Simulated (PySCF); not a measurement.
Polarisability and C₆ of Sb (antimony, neutral)

[Kr] 4d10 5s2 5p3, high-spin 4S determinant. All numbers are calculated (PySCF 2.14, scalar relativity by spin-free X2C-1e, in aug-cc-pVTZ-DK3 (8s7p5d2f, 68 functions)). Coupled (time-dependent) response in atomic units; α is the mean over directions.

```json
{"method": "UHF", "mean α (bohr³)": "44.27", "C₆ (like pair)": "483.0", "S(−4)": "500.7"}
{"method": "PBE", "mean α (bohr³)": "47.84", "C₆ (like pair)": "523.1", "S(−4)": "670.9"}
{"method": "PBE0", "mean α (bohr³)": "45.69", "C₆ (like pair)": "496.6", "S(−4)": "577.5"}
{"method": "B3LYP", "mean α (bohr³)": "46.49", "C₆ (like pair)": "503.9", "S(−4)": "622.1"}
```

S(−4) is the Cauchy moment in α(ω) = α(0) + S(−4) ω² + …

Reference α: 43 ± 2 bohr³ (recommended; Schwerdtfeger and Nagle, table of static dipole polarizabilities (2023 update)). Published C₆: 492.0 (Chu and Dalgarno (2004); Tang, Norbeck and Certain (1976)).

α(iu) at PBE0:

| u (hartree) | α(iu) (bohr³) |
| --- | --- |
| 0 | 45.69 |
| 0.0500 | 44.31 |
| 0.100 | 40.73 |
| 0.200 | 31.48 |
| 0.300 | 23.52 |
| 0.500 | 13.77 |
| 0.750 | 8.091 |
| 1.00 | 5.361 |
| 1.50 | 2.932 |
| 2.00 | 1.886 |
| 3.00 | 0.9835 |
| 5.00 | 0.4053 |
